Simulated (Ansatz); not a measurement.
Ansatz (a program for electronic structure) input (RI-MP2/def2-TZVPP):
A basis named .json is the Basis Set Exchange file of that set.

Ansatz 0.2 input:
```yaml
crystal:
  periodic: [false, false, false]
  atoms:
    - {symbol: Se, position_ang: [0.00268077, -0.00487052, 0.64152137]}
    - {symbol: Cl, position_ang: [1.06113318, 1.27322066, -0.63633732]}
    - {symbol: Cl, position_ang: [-1.06649472, -1.26347963, -0.64670542]}
basis:
  gaussian:
    orbitals: def2-TZVPP
    fitting: {mean_field: def2-universal-jkfit, correlation: def2-TZVPP-RIFIT.json}
total_charge: 1
magnetization: {spin_polarized: true, initial_magnetization: 1}
correlation: {method: mp2, electrons: outside_noble_gas}
```

End of the output:

```
integrals: 0.08 GiB planned
522 factors; integrals over basis functions are off by at most 1.4e0 eV
405 factors; integrals over basis functions are off by at most 1.2e2 eV
mean field: 0.47 GiB planned
mean field evaluation 1: about -90300.3636 eV, gradient 1.7e1 eV
mean field evaluation 2: about -90301.4830 eV, gradient 1.3e1 eV
mean field evaluation 4: about -90302.2849 eV, gradient 1.1e0 eV
mean field evaluation 8: about -90302.3180 eV, gradient 1.5e-6 eV
mean field -90302.31803171 eV, -3318.5489785558 hartree, gradient 1.5e-6 eV, S^2 0.767546; 0 other end points of the search recorded, 0 dependent functions left out
24 core orbitals not correlated
reference -90302.31803171 eV, -3318.5489785558 hartree; 10, 9 occupied and 98, 99 virtual orbitals, 405 factors
second order -13.76512196 eV of doubles, -0.00000000 eV of singles
Total energy: -90316.08315367 eV, -3319.0548374575 hartree
```
